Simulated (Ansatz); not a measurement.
A run on C2H3NSSi, SMILES `N#C[SiH]1CS1` with other settings.

```yaml
crystal:
  periodic: [false, false, false]
  atoms:
    - {symbol: N, position_ang: [-2.486187, -1.211592, 1.153855]}
    - {symbol: C, position_ang: [-1.604225, -0.538214, 0.843502]}
    - {symbol: Si, position_ang: [-0.192636, 0.537311, 0.375478]}
    - {symbol: C, position_ang: [1.108459, -0.213676, -0.671300]}
    - {symbol: S, position_ang: [0.046365, 0.987830, -1.629547]}
    - {symbol: H, position_ang: [0.079770, 1.510543, 1.444618]}
    - {symbol: H, position_ang: [1.001601, -1.241123, -1.004893]}
    - {symbol: H, position_ang: [2.138953, 0.111721, -0.567611]}
basis:
  gaussian: {orbitals: STO-3G}
hamiltonian: {xc: {name: B3LYP}}
output: {forces: true}
```

```sh
$ ansatz run in.yaml --threads 2 --pin off --events-out ev --progress --plain --max-ram 4352MiB
```

Output, abridged:

```
Functional definition: B3LYP
442 factors; integrals over basis functions are off by at most 2.9e-5 eV
mean field evaluation 1: about -22064.8165 eV, gradient 3.4e1 eV
mean field evaluation 2: about -22053.6137 eV, gradient 7.4e1 eV
mean field evaluation 4: about -22068.2868 eV, gradient 1.8e0 eV
mean field evaluation 8: about -22068.2337 eV, gradient 2.7e-2 eV
mean field -22068.23374312 eV, -810.9926316735 hartree, gradient 1.1e-5 eV, S^2 0.000000; 0 other end points of the search recorded, 0 dependent functions left out
reference -22068.23391033 eV, -810.9926378184 hartree; 26, 26 occupied and 10, 10 virtual orbitals, 442 factors
Total energy: -22068.23391033 eV, -810.9926378184 hartree
Atom 0 at    -2.486187    -1.211592     1.153855 Å, force    -4.829247    -3.676144     1.655658 eV/Å
Atom 1 at    -1.604225    -0.538214     0.843502 Å, force     4.917205     3.707787    -1.580098 eV/Å
Atom 2 at    -0.192636     0.537311     0.375478 Å, force    -0.465485     0.414248     1.143491 eV/Å
Atom 3 at     1.108459    -0.213676    -0.671300 Å, force    -0.334763     0.482939    -0.404621 eV/Å
Atom 4 at     0.046365     0.987830    -1.629547 Å, force     0.091885     0.125506    -0.516017 eV/Å
Atom 5 at     0.079770     1.510543     1.444618 Å, force    -0.044711    -0.454805    -0.423075 eV/Å
Atom 6 at     1.001601    -1.241123    -1.004893 Å, force     0.163773    -0.499249    -0.002787 eV/Å
Atom 7 at     2.138953     0.111721    -0.567611 Å, force     0.501342    -0.100283     0.127449 eV/Å
Dipole moment:     0.502491     0.347866     0.001433 e Å
```

Run time 0.9 s (2 threads of an Arm Neoverse V1 on a shared host); peak host memory 0.09 GiB.
